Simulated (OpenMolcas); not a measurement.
What dynamic correlation does to the levels of Tc⁴⁺

* Program: OpenMolcas 26.06
* Basis: ANO-RCC-VTZP [7s6p4d2f1g]
* Scalar Hamiltonian: DKH2, point nucleus
* Active space: 3 electrons in 10 orbitals (4d 5d)
* State averaging: 2S+1 = 4 even, 10 roots; 2S+1 = 2 even, 40 roots
* Spin-orbit coupling: state interaction with AMFI integrals over the reference wave functions, term energies averaged over their components

Methods on the same reference wave functions:
A. CASSCF
B. SS-CASPT2, IPEA 0.25 Eh, imaginary shift 0.1 Eh (closed shells correlated: 4s 4p)
C. MS-CASPT2, IPEA 0.25 Eh, imaginary shift 0.1 Eh (closed shells correlated: 4s 4p)

Energies in cm-1 above 4d3 4F 3/2.

| Level | A | B | C |
| --- | --- | --- | --- |
| 4d3 4F 3/2 | 0.0 | 0.0 | 0.0 |
| 4d3 4F 5/2 | 1041 | 1068 | 1068 |
| 4d3 4F 7/2 | 2357 | 2390 | 2390 |
| 4d3 4F 9/2 | 3854 | 3860 | 3860 |
| 4d3 4P 1/2 | 14648 | 12040 | 12040 |
| 4d3 4P 3/2 | 14707 | 11990 | 11990 |
| 4d3 2G 7/2 | 16010 | 13860 | 13860 |
| 4d3 4P 5/2 | 16313 | 13760 | 13760 |
| 4d3 2G 9/2 | 16888 | 14780 | 14780 |
| 4d3 2P 1/2 | 20914 | 17200 | 17200 |
| 4d3 2H 9/2 | 21442 | 19340 | 19340 |
| 4d3 2H 11/2 | 21844 | 19750 | 19750 |
| 4d3 2D 5/2(1) | 23835 | 20400 | 20400 |
| 4d3 2F 7/2 | 34484 | 29480 | 29480 |
| 4d3 2F 5/2 | 34916 | 29890 | 29890 |
| 4d3 2D 5/2(2) | 53146 | 46630 | 46630 |
| 4d3 2D 3/2(2) | 53594 | 47060 | 47060 |

Between B and C no level of the table moves by more than 5 cm-1.

From A to B the spin-free energies of the other terms of 4d3 shown, above 4F, scale by factors of 0.80 to 0.89, as is usual when dynamic correlation screens the repulsion within a d or f shell.

The lowest spin-free term lies below A's lowest term by 0.292 hartree in B, 0.292 hartree in C.

CASPT2 breaks the degeneracy within a term, and the mean is taken; among the terms shown or strongly mixed into the levels shown the widest spread is 600 cm-1 (4d3 4F, C). Active for correlation alone: 5d; no level in the range computed is led by a configuration that fills it, so any true level of that kind is missing. Without dynamic correlation excited terms often stand tens of per cent too high (terms of higher spin than the ground term too low), and those without a measured partner can miss by more than the paired ones (holds for A). Levels of configurations outside the active space are missing. Levels that lie high or do not pair safely by name in every column are left out.

A number in round brackets counts repeated terms of one configuration in the order of the reference energies.
